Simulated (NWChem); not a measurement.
Molecule: selenophene (C$_{4}$H$_{4}$Se); SMILES c1cc[se]c1

```xyz
9

C      0.0000     0.7145    -1.6773
C      0.0000    -0.7145    -1.6773
C      0.0000    -1.2837    -0.4355
Se     0.0000     0.0000     0.9017
C      0.0000     1.2837    -0.4355
H      0.0000     1.3077    -2.5944
H      0.0000    -1.3077    -2.5944
H      0.0000    -2.3461    -0.1936
H      0.0000     2.3461    -0.1936
```
Atoms are numbered in this order, from 1.

Results from NWChem. Pople sets run with spherical d functions. Structure relaxed at the PBE0/def2-SVP level. GIAO values for the isolated, static molecule; σ is the absolute isotropic shielding. Spin-orbit effects, on the heavy nuclei and on their neighbours, are missing.

Task: Taking B3LYP/def2-TZVP as the yardstick, which of these has the fewest basis functions while keeping “σ C1 (ppm)” within 10 ppm of it: B3LYP/6-31G*; B3LYP/6-311G**; B3LYP/def2-SVP?

Result: B3LYP/6-311G**.
```
level            basis functions  σ C1 (ppm)  relative time (rough)
---------------  ---------------  ----------  ---------------------
B3LYP/6-31G*                  96        70.5                      1
B3LYP/def2-SVP               108        66.5                      1
B3LYP/6-311G**               140        51.0                      2
B3LYP/def2-TZVP              196        50.1                      5
```

The yardstick is one finite set, not the basis-set limit.
